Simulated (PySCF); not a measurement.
Bonds (- single, = double, # triple, : aromatic): C1-O2, O2-C3, C3-C4, C3-C5, C5=C6, C6-C7, C6-C8, C8-C3. C1 carries H9, H10, H11; C4 carries H12, H13, H14; C5 carries H15; C7 carries H16, H17, H18; C8 carries H19, H20. Stereochemistry as in CO[C@]1(C)C=C(C)C1. H20 is pro-R; H19 is pro-S.

One computed conformer, no solvent, relativity neglected, fast rotation and ring inversion assumed for equivalent nuclei. σ from GIAO-PBE0/pcSseg-1; GFN2-xTB geometry; PySCF 2.14.

δ = σ(ref) − σ, references computed at the same level: ¹³C and ¹H against TMS; H2O for ¹⁷O.

```tsv
atoms	nucleus	count	δ (ppm)
C4	¹³C	1	22.4
H20	¹H	1	2.18
C1	¹³C	1	53.9
C6	¹³C	1	157.8
O2	¹⁷O	1	?
C3	¹³C	1	78.8
C7	¹³C	1	?
C5	¹³C	1	139.2
H9/H10/H11	¹H	3	3.42
H15	¹H	1	6.57
H12/H13/H14	¹H	3	?
C8	¹³C	1	49.8
H16/H17/H18	¹H	3	?
H19	¹H	1	2.45
```

**Question.** Complete the table.

**Answer.** 
- C7: 20.0 ppm, allylic methyl carbon; a saturated carbon with 1 carbon neighbour and no heteroatom attached
- H16/H17/H18: 1.90 ppm, hydrogen on an allylic methyl carbon; allylic position
- H12/H13/H14: 1.34 ppm, hydrogen on a methyl carbon
- O2: 59.5 ppm, ether oxygen

Shifts are as computed. Against solution values, carbons near 30 ppm lie about +3 ppm off and those near 130 ppm about +5 ppm. Of 1211 compounds with measured shifts, 218 miss one by over three times the rms of a fit or turn the order of signals round; such compounds aren't used in these exercises. Experimental scales use liquid or dissolved standards, which lie at an offset from isolated H2O (liquid H2O: subtract about 36 ppm).
